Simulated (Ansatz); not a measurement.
`N[Si]Cl` + CH₃OH → `CO[Si]Cl` + NH₃ at 298.15 K and 1 bar (ligand exchange at the Si–N bond).

Isolated molecules relaxed with PBE0-D4/def2-TZVP in Ansatz; ΔE leaves out vibrations. CCSD(T)/CBS is the MP2 limit (def2-TZVPP, def2-QZVPP) plus CCSD(T) − MP2 in def2-TZVPP, frozen cores. This one scheme is used for every species. Each species was taken in one conformer, which may not be the lowest.

```json
{"species": "`N[Si]Cl`", "CCSD(T)/CBS energy (Eh)": "-804.81589", "H − E (kJ/mol)": "86.5", "S (J/(mol·K))": "282.1"}
{"species": "CH₃OH", "CCSD(T)/CBS energy (Eh)": "-115.61712", "H − E (kJ/mol)": "146.3", "S (J/(mol·K))": "238.2"}
{"species": "`CO[Si]Cl`", "CCSD(T)/CBS energy (Eh)": "-863.93892", "H − E (kJ/mol)": "132.7", "S (J/(mol·K))": "321.4"}
{"species": "NH₃", "CCSD(T)/CBS energy (Eh)": "-56.50880", "H − E (kJ/mol)": "100.5", "S (J/(mol·K))": "192.4"}
```

H − E and S are ideal-gas, rigid-rotor, harmonic terms from PBE0-D4/def2-TZVP, for one conformer and one mirror image of each species. 1 Eh = 2625.50 kJ/mol, R = 8.31446 J/(mol·K).

**Question.** By hand: ΔE, ΔH, ΔS and ΔG.

**Answer.** ΔE = (-863.93892) + (-56.50880) − (-804.81589) − (-115.61712) = -0.01471 Eh = -38.6 kJ/mol. Δ(H − E) = 132.7 + 100.5 − 86.5 − 146.3 = 0.4, so ΔH = -38.2 kJ/mol. ΔS = 321.4 + 192.4 − 282.1 − 238.2 = -6.5 J/(mol·K). ΔG = -38.2 − 298.15 × (-6.5)/1000 = -36.3 kJ/mol.

**Question.** By hand: the equilibrium constant, and the temperature at which ΔG would vanish if ΔH and ΔS stayed fixed.

**Answer.** log₁₀ K = −ΔG/(RT ln 10) = 6.4. ΔG = 0 at ΔH/ΔS = 5877 K, far beyond where these terms or the molecules hold.

The number of gas molecules stays the same, so ΔS is small and ΔH decides. A doubt of 5 kJ/mol in ΔE shifts log₁₀ K by 0.9 here. Other conformers and mirror images would add mixing entropy, several J/(mol·K) or more a flexible species. These are equilibria of isolated gas molecules and say nothing of rates. Largest T1 diagnostic: 0.014 (customary marks: 0.02 for closed shells, 0.045 for open ones).
